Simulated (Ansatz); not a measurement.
`[NH2][W](=[O])(=[O])[F]` + H–F → `[O]=[W](=[O])([F])[F]` + NH₃ at 500 K and 1 bar (ligand exchange at a W–N bond).

Isolated molecules relaxed with PBE0-D4/def2-TZVP in Ansatz; ΔE leaves out vibrations. CCSD(T)/CBS adds triple-zeta CCSD(T) − MP2 to the extrapolated MP2 energy (def2 sets, frozen cores). This one scheme is used for every species. def2 core potentials past Kr. For W outer-core shells are correlated without core-valence functions, which leaves a few kJ/mol of doubt a bond. Each species was taken in one conformer, which may not be the lowest.

| species | CCSD(T)/CBS energy (Eh) | H − E (kJ/mol) | S (J/(mol·K)) |
| --- | --- | --- | --- |
| `[NH2][W](=[O])(=[O])[F]` | -373.18891 | 130.9 | 392.1 |
| H–F | -100.39570 | 39.4 | 188.7 |
| `[O]=[W](=[O])([F])[F]` | -417.08739 | 63.4 | 366.3 |
| NH₃ | -56.50880 | 108.2 | 211.8 |

H − E and S are ideal-gas, rigid-rotor, harmonic terms from PBE0-D4/def2-TZVP, for one conformer and one mirror image of each species. 1 Eh = 2625.50 kJ/mol, R = 8.31446 J/(mol·K).

Task: By hand: ΔE, ΔH, ΔS and ΔG.

Result: ΔE = (-417.08739) + (-56.50880) − (-373.18891) − (-100.39570) = -0.01158 Eh = -30.4 kJ/mol. Δ(H − E) = 63.4 + 108.2 − 130.9 − 39.4 = 1.3, so ΔH = -29.1 kJ/mol. ΔS = 366.3 + 211.8 − 392.1 − 188.7 = -2.7 J/(mol·K). ΔG = -29.1 − 500 × (-2.7)/1000 = -27.8 kJ/mol.

Task: By hand: the equilibrium constant, and the temperature at which ΔG would vanish if ΔH and ΔS stayed fixed.

Result: log₁₀ K = −ΔG/(RT ln 10) = 2.9. ΔG = 0 at ΔH/ΔS = 10778 K, far beyond where these terms or the molecules hold.

The number of gas molecules stays the same, so ΔS is small and ΔH decides. A doubt of 5 kJ/mol in ΔE shifts log₁₀ K by 0.5 here. Other conformers and mirror images would add mixing entropy, several J/(mol·K) or more a flexible species. These are equilibria of isolated gas molecules and say nothing of rates. Largest T1 diagnostic: 0.023 (customary marks: 0.02 for closed shells, 0.045 for open ones).
